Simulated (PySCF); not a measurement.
**Question.** Give a PBE0-D3(BJ)/def2-SVP geometry of [CrNI4]2-, `[N]#[Cr-2]([I])([I])([I])[I]` [radical]. (Charge -2 and doublet state.)

**Answer.** 
```xyz
6
CrI4N angstrom
Cr     0.010   -0.016    0.101
N      0.002   -0.016    1.594
I      2.719   -0.018   -0.421
I      0.015    2.687   -0.446
I     -2.693   -0.014   -0.450
I      0.011   -2.719   -0.449
```

Any rigid rotation of these coordinates is as good. Atoms count from 1 in this order. Cr1 (chromium bonded to 4 I and N) is square pyramidal (τ5 = (β − α)/60° = 0.01 from the two widest angles, 157.6° and 157.1° (0 for a square pyramid, 1 for a trigonal bipyramid)). All 4 Cr–I bonds measure 2.758 to 2.759 Å.

Bonds between heavy atoms (Å): Cr1–N2 1.493, Cr1–I3 2.759, Cr1–I4 2.758, Cr1–I5 2.759, Cr1–I6 2.758.

Level of theory: PBE0-D3(BJ)/def2-SVP geometry optimisation, gas phase, def2 core potentials past Kr (PySCF).

Point group: C4v (every atom within 0.08 Å of its image). Whether it is a minimum is left open (no frequencies). ⟨S²⟩ = 0.942 (exact for a doublet: 0.75). Whether so highly charged an anion holds all its electrons in the gas phase wasn't checked; a finite basis holds them in any case. No counter-ion or solvent screens the charge of this multiply charged ion. The geometry's basis has no diffuse functions, a weakness for an anion.

Hardware: one thread of an Arm Neoverse V2, on a shared host. Cost: 9.7 min wall, 0.79 GiB resident at most. This is the geometry optimisation.
